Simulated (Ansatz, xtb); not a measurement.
# C5H7BBrN: 3 structures ranked

3 gas-phase structures of C5H7BBrN, from a drawn sample of its isomers (lower ones may exist). Each was relaxed with GFN2-xTB; where two conformers were screened, the lower at r2SCAN-D4/def2-SVP is listed:

A. `N#C[C@@H]1CCB(Br)C1`, a singlet
B. `C=C(CC#N)B(C)Br`, a singlet
C. `CC#CCC#[N+][BH2-]Br`, a singlet

Task: Make a reasoned guess at their ranking by r2SCAN-D4/def2-SVP single-point energy.

Result: Calculated order at r2SCAN-D4/def2-SVP: A (0.0), B (16.0), C (58.8) kcal/mol.

Energies above the lowest of each column, in kcal/mol; the last columns are at B3LYP/def2-SVP geometries:

```json
{"structure": "A", "GFN2-xTB": "0.0", "HF/STO-3G": "0.0", "r2SCAN-D4/def2-SVP": "0.0", "B3LYP/def2-SVP": "0.0", "CCSD(T)/def2-SVP + ΔMP2/def2-TZVPP": "0.0"}
{"structure": "B", "GFN2-xTB": "22.4", "HF/STO-3G": "42.2", "r2SCAN-D4/def2-SVP": "16.0", "B3LYP/def2-SVP": "12.5", "CCSD(T)/def2-SVP + ΔMP2/def2-TZVPP": "12.6"}
{"structure": "C", "GFN2-xTB": "21.5", "HF/STO-3G": "97.1", "r2SCAN-D4/def2-SVP": "58.8", "B3LYP/def2-SVP": "48.8", "CCSD(T)/def2-SVP + ΔMP2/def2-TZVPP": "55.1"}
```

Every level run on A puts it lowest or level with the lowest. Flexible structures stand in one conformer each, not always the lowest. ΔMP2 is the change of the MP2 energy from the smaller to the larger basis.

Programs: Ansatz 0.2.0, xtb 6.7.1.
